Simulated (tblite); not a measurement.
Species: C2H6Cl2F2Ga2.
Bonds: C1–C2, C2–Ga3, Ga3–Cl4, Cl4–Ga5, Ga5–F6, Ga5–F7, Ga5–Cl8, Ga3–Cl8. Hydrogens: H9, H10, H11 on C1; H12, H13 on C2; H14 on Ga3.

Computed with GFN2-xTB (tblite), gas phase: L-BFGS steps from a force-field or distance-geometry start until the largest atomic force falls under 0.01 eV/Å.

Step 31: E = -777.7034 eV
```
atom  x, y, z in Å  |  force x, y, z in eV/Å
C1     -1.4322   -1.1611   -0.1958   -0.009   0.004  -0.002
C2     -1.8030    0.3168    0.0113    0.009  -0.028   0.034
Ga3    -0.1301    1.4828    0.0492    0.027   0.068   0.009
Cl4     1.4238    0.7785   -1.5443    0.005   0.004   0.021
Ga5     2.5968   -0.1440    0.1049   -0.061   0.013   0.010
F6      4.2314    0.4567    0.1984    0.009   0.004  -0.004
F7      2.5064   -1.8835    0.0292    0.010  -0.067  -0.003
Cl8     1.2963    0.6546    1.7206    0.002   0.021  -0.034
H9     -0.6564   -1.4680    0.5129    0.000  -0.036  -0.054
H10    -2.2977   -1.8048   -0.0405    0.011   0.041  -0.005
H11    -1.0682   -1.3322   -1.2100    0.057   0.010   0.027
H12    -2.3160    0.4300    0.9750   -0.040   0.019  -0.023
H13    -2.5025    0.6460   -0.7656   -0.004  -0.028   0.043
H14     0.1507    3.0276    0.1324   -0.014  -0.026  -0.018
```

Step 32: E = -777.7044 eV
```
atom  x, y, z in Å  |  force x, y, z in eV/Å
C1     -1.4307   -1.1605   -0.1962    0.017   0.017   0.002
C2     -1.8011    0.3181    0.0142   -0.013  -0.064   0.009
Ga3    -0.1309    1.4833    0.0492    0.040   0.071   0.008
Cl4     1.4203    0.7761   -1.5438    0.011   0.002   0.019
Ga5     2.5955   -0.1462    0.1050   -0.072  -0.005   0.007
F6      4.2282    0.4588    0.1985    0.013   0.002  -0.005
F7      2.5032   -1.8875    0.0293    0.013  -0.043  -0.002
Cl8     1.2949    0.6546    1.7199    0.004   0.021  -0.031
H9     -0.6548   -1.4694    0.5121   -0.017  -0.035  -0.046
H10    -2.2979   -1.8038   -0.0437    0.043   0.050  -0.023
H11    -1.0594   -1.3268   -1.2098    0.014   0.005   0.053
H12    -2.3150    0.4320    0.9774   -0.038   0.007  -0.022
H13    -2.5016    0.6436   -0.7634   -0.005  -0.012   0.046
H14     0.1487    3.0273    0.1290   -0.011  -0.018  -0.016
```

Step 33: E = -777.7053 eV
```
atom  x, y, z in Å  |  force x, y, z in eV/Å
C1     -1.4283   -1.1596   -0.1966    0.043   0.024   0.006
C2     -1.7996    0.3185    0.0179   -0.023  -0.067  -0.012
Ga3    -0.1314    1.4853    0.0491    0.034   0.050   0.006
Cl4     1.4158    0.7728   -1.5438    0.016   0.002   0.012
Ga5     2.5919   -0.1481    0.1051   -0.059  -0.030   0.003
F6      4.2241    0.4612    0.1990    0.002  -0.005  -0.006
F7      2.4987   -1.8921    0.0294    0.015  -0.011   0.000
Cl8     1.2931    0.6554    1.7187    0.005   0.023  -0.020
H9     -0.6537   -1.4718    0.5113   -0.023  -0.034  -0.022
H10    -2.2968   -1.8026   -0.0492    0.060   0.048  -0.039
H11    -1.0481   -1.3200   -1.2086   -0.025   0.000   0.060
H12    -2.3144    0.4338    0.9803   -0.032  -0.010  -0.014
H13    -2.5020    0.6401   -0.7595   -0.006   0.006   0.039
H14     0.1499    3.0266    0.1249   -0.008   0.004  -0.013
```

Step 34: E = -777.7061 eV
```
atom  x, y, z in Å  |  force x, y, z in eV/Å
C1     -1.4249   -1.1582   -0.1970    0.053   0.022   0.009
C2     -1.7990    0.3177    0.0213   -0.015  -0.032  -0.017
Ga3    -0.1315    1.4882    0.0488    0.012   0.016   0.002
Cl4     1.4111    0.7687   -1.5446    0.019   0.004   0.004
Ga5     2.5865   -0.1497    0.1052   -0.031  -0.045   0.000
F6      4.2193    0.4636    0.1995   -0.019  -0.016  -0.008
F7      2.4933   -1.8955    0.0297    0.017   0.010   0.001
Cl8     1.2911    0.6567    1.7176    0.004   0.025  -0.007
H9     -0.6533   -1.4743    0.5112   -0.012  -0.033   0.011
H10    -2.2937   -1.8016   -0.0569    0.053   0.032  -0.043
H11    -1.0365   -1.3132   -1.2064   -0.043  -0.005   0.039
H12    -2.3139    0.4346    0.9833   -0.025  -0.028  -0.004
H13    -2.5038    0.6366   -0.7545   -0.008   0.019   0.023
H14     0.1545    3.0261    0.1207   -0.006   0.029  -0.011
```

Q: Estimate the geometry and energy of step 35. (The exact step hangs on the optimiser's Hessian estimate; all steps are aligned on step 34, rigid shifts and turns removed.)

A: E = -777.7067 eV, largest force 0.050 eV/Å
```
atom  x, y, z in Å  |  force x, y, z in eV/Å
C1     -1.4211   -1.1567   -0.1972    0.043   0.014   0.011
C2     -1.7990    0.3166    0.0238   -0.001   0.013  -0.008
Ga3    -0.1316    1.4907    0.0482   -0.009  -0.009   0.000
Cl4     1.4072    0.7646   -1.5459    0.018   0.007  -0.001
Ga5     2.5813   -0.1513    0.1050   -0.006  -0.042  -0.001
F6      4.2147    0.4654    0.2001   -0.036  -0.025  -0.009
F7      2.4881   -1.8971    0.0300    0.018   0.011   0.001
Cl8     1.2893    0.6579    1.7169    0.003   0.026   0.002
H9     -0.6534   -1.4763    0.5124    0.006  -0.029   0.037
H10    -2.2894   -1.8010   -0.0651    0.032   0.013  -0.036
H11    -1.0272   -1.3075   -1.2040   -0.035  -0.007   0.004
H12    -2.3134    0.4339    0.9861   -0.018  -0.039   0.003
H13    -2.5063    0.6342   -0.7497   -0.008   0.024   0.007
H14     0.1603    3.0260    0.1172   -0.007   0.044  -0.009
```

The energy changes by -0.0006 eV. The first-order estimate −F·Δx gives -0.0008 eV and the mean of the old and new forces, exact on a quadratic surface, -0.0006 eV. The step makes an angle of 76° with the force vector and moves no atom by more than 0.011 Å.

The cost below is that of the whole relaxation. The run took 1.6 s wall on an Arm Neoverse N1 with one thread, no GPU, on a shared host.
